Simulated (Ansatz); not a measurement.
A structure relaxed at PBE0-D4/def2-TZVP, charge 0, multiplicity 1:

Cartesian coordinates in Å:
```
N 0.278 1.090 -1.768
C -0.131 0.627 -0.568
O -0.991 1.147 0.115
O 0.512 -0.482 -0.200
Ge -0.064 -1.092 1.424
H -0.135 1.930 -2.124
H 1.006 0.625 -2.276
H -1.543 -1.467 1.330
H 0.242 -0.046 2.496
H 0.828 -2.333 1.571
```

Problem. Give its formula and SMILES.

Solution. CH5GeNO2, `NC(=O)[O][GeH3]`.

Problem. Point group (tolerance 0.08 Å, 0.16 Å for H)?

Solution. Cs.

Problem. Summarise the bond lengths by kind.

Solution. 1 × C–N 1.350 Å; 2 × H–N 1.002 Å; 2 × C–O 1.215 to 1.334 Å; 1 × Ge–O 1.828 Å; 3 × Ge–H 1.529 to 1.535 Å.

All numbers were calculated with Ansatz.
